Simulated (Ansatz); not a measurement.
Ge oxide hydroxide: PBE0-D4/def2-SVP single points in Ansatz on relaxed structures, gas phase. Each cluster is the lowest isomer that a short search found in that spin, judged at the geometry's level, and lower ones may exist. A negative affinity means that the extra electron isn't bound at that geometry and level; within about 0.2 eV of zero the sign isn't settled. Binding counts from free atoms in the multiplicity of their measured ground term, without zero-point energy. Sets without diffuse functions give affinities that are too small. A dash marks a value that wasn't run or was left out as unsound. The structures are stationary points that may keep the symmetry of their start. Remarks come from the PBE and PBE0 runs and from stability tests at other levels; not every state was tested. A HOMO above zero means that the electron is unbound at that level and held by the basis, or that self-interaction error raises the level; the energy of removing that electron tells which. HOMO above LUMO (over both spins in singlets and doublets, within one spin in higher multiplets; at PBE or PBE0), or a gap under 0.15 eV within one spin, warns that the state may not be the lowest or that an electron is smeared out.

| species | atoms | state | geometry | HOMO (eV) | LUMO (eV) | gap (eV) | vertical IE (eV) | vertical EA (eV) | vertical triplet (eV) | binding per atom (eV) | point group (within 0.1 Å) | remarks |
| --- | --- | --- | --- | --- | --- | --- | --- | --- | --- | --- | --- | --- |
| GeO3H2 | 6 | singlet | PBE-D4/def2-SVP | -7.47 | -1.33 | 6.14 | – | – | – | 3.06 | Cs | restricted SCF unstable in HF, HOMO above zero (-1 doublet) |
| GeO4H4 | 9 | singlet | PBE-D4/def2-SVP | -8.01 | -0.16 | 7.85 | – | – | – | 3.33 | – | HOMO above zero (-1 doublet) |
| Ge3O7H2 | 12 | singlet | r2SCAN-D4/def2-SVP | -7.82 | -1.87 | 5.95 | – | – | – | 3.81 | – | HOMO above zero (-1 doublet), gap within one spin near zero at PBE or PBE0 (-1 doublet) |
| Ge3O10H8 | 21 | singlet | PBE-D4/def2-SVP | -7.80 | -1.82 | 5.98 | 9.61 | 0.21 | 2.79 | 3.44 | – | gap within one spin near zero at PBE or PBE0 (+1 doublet), HOMO above zero (-1 doublet) |
| Ge4O9H2 | 15 | singlet | PBE-D4/def2-SVP | -8.64 | -3.33 | 5.30 | 10.19 | 1.84 | 3.65 | 4.04 | – | gap within one spin near zero at PBE or PBE0 (+1 doublet), HOMO above zero (-1 doublet), gap within one spin near zero at PBE or PBE0 (triplet) |
| Ge4O10H4 | 18 | singlet | PBE-D4/def2-SVP | -8.67 | -3.32 | 5.35 | 10.36 | 1.65 | 4.06 | 3.78 | – | gap within one spin near zero at PBE or PBE0 (+1 doublet), HOMO above zero (-1 doublet), gap within one spin near zero at PBE or PBE0 (-1 doublet), HOMO above LUMO (-1 doublet), gap within one spin near zero at PBE or PBE0 (triplet) |

Question: Estimate the rows for Ge3O8H4 (singlet, PBE-D4/def2-SVP geometry); Ge3O9H6 (singlet, PBE-D4/def2-SVP geometry).

Answer: 
```csv
species,atoms,state,geometry,HOMO (eV),LUMO (eV),gap (eV),vertical IE (eV),vertical EA (eV),vertical triplet (eV),binding per atom (eV),point group (within 0.1 Å),remarks
Ge3O8H4,15,singlet,PBE-D4/def2-SVP,-8.09,-1.29,6.80,10.23,-0.27,3.63,3.63,–,"restricted SCF unstable in HF, gap within one spin near zero at PBE or PBE0 (+1 doublet), HOMO above zero (-1 doublet)"
Ge3O9H6,18,singlet,PBE-D4/def2-SVP,-7.50,-1.45,6.05,9.21,-0.04,4.23,3.48,–,"gap within one spin near zero at PBE or PBE0 (+1 doublet), HOMO above LUMO (+1 doublet), HOMO above zero (-1 doublet), gap within one spin near zero at PBE or PBE0 (-1 doublet), gap within one spin near zero at PBE or PBE0 (triplet)"
```

The gap (eV) runs from 5.30 (Ge4O9H2) to 7.85 (GeO4H4). The vertical IE (eV) runs from 9.21 (Ge3O9H6) to 10.36 (Ge4O10H4). The vertical EA (eV) runs from -0.27 (Ge3O8H4) to 1.84 (Ge4O9H2). The vertical triplet (eV) runs from 2.79 (Ge3O10H8) to 4.23 (Ge3O9H6). The binding per atom (eV) runs from 3.06 (GeO3H2) to 4.04 (Ge4O9H2).
